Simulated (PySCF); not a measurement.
C₅H₁₃NSi₂.
Structure used (GFN2-xTB), in Å, numbered top down from 1:
```xyz
21
C5H13NSi2 angstrom
C      3.0252    0.0402   -0.8631
C      1.8372   -0.8430   -0.4906
C      0.9607   -0.1945    0.4938
C      0.7042    0.7823    1.3248
C     -0.3825   -0.2213    1.1484
N     -1.5723    0.0927    0.4001
Si    -1.4966    1.4601   -0.6640
Si    -2.8485   -1.0780    0.4982
H      3.6569   -0.4593   -1.5938
H      2.6769    0.9789   -1.2871
H      3.6201    0.2636    0.0190
H      2.1901   -1.7939   -0.0768
H      1.2464   -1.0789   -1.3812
H      0.9962    1.6858    1.8016
H     -0.5834   -0.9477    1.9328
H     -0.5112    1.2555   -1.7354
H     -1.1248    2.6544    0.0993
H     -2.8299    1.6039   -1.2346
H     -2.4172   -2.3593   -0.0815
H     -3.1643   -1.2835    1.9166
H     -3.9920   -0.5412   -0.2273
```

Computed at PBE0/pcSseg-1 (PySCF, non-relativistic), with Q(14N) = 0.02044 b: N6, 14N (I = 1): χzz = -3.794 MHz, η = 0.486.

Q: Where would the pure quadrupole (NQR) lines of 14N at N6 fall for the rigid, isolated species?

A: From ν± = (3/4)|χ|(1 ± η/3) and ν0 = |χ|η/2: ν+ 3.306 MHz, ν− 2.385 MHz, ν0 0.921 MHz (nitrogen bridging silicon atoms).

In a crystal, neighbours and librations shift these lines. GFN2-xTB bond lengths can be off by several hundredths of an ångström, more for odd bonds, and the gradients follow them. A larger basis could move these couplings by a tenth or more.

One conformer stands for the species.
